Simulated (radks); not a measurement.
The numbers below are computed, except where a source is named.
The cadmium ion Cd9+, configuration [Kr] 4d3. Code: a radial shooting solver on a logarithmic mesh with Libxc functionals. Model: Dirac Kohn-Sham, PBE, spin-unpolarised, spherical densities, finite nucleus; open shells are shared between the two j in proportion to 2j + 1; Fermi nuclear charge, rms radius 4.6087 fm. Some entries of the table are withheld. Estimate them.

| orbital | occ. | eigenvalue (hartree) | r(max) (bohr) |
|---|---|---|---|
| 1s1/2 | 2 | -980.5758 | 0.01968 |
| 2s1/2 | 2 | -151.0603 | 0.1113 |
| 2p1/2 | 2 | -141.0783 | (1) |
| 2p3/2 | 4 | -134.0057 | (2) |
| 3s1/2 | 2 | -33.27037 | (3) |
| 3p1/2 | 2 | -29.27442 | 0.3100 |
| 3p3/2 | 4 | -28.00447 | 0.3200 |
| 3d3/2 | 4 | -20.94935 | 0.2634 |
| 3d5/2 | 6 | -20.69029 | 0.2663 |
| 4s1/2 | 2 | -9.75398 | 0.7801 |
| 4p1/2 | 2 | -8.40036 | 0.8049 |
| 4p3/2 | 4 | -8.14793 | 0.8261 |
| 4d3/2 | 1.2 | -5.94670 | 0.8867 |
| 4d5/2 | 1.8 | -5.90468 | 0.8934 |

Answer. 
(1) 2p1/2 r(max) (bohr): 0.08597
(2) 2p3/2 r(max) (bohr): 0.09031
(3) 3s1/2 r(max) (bohr): 0.3237
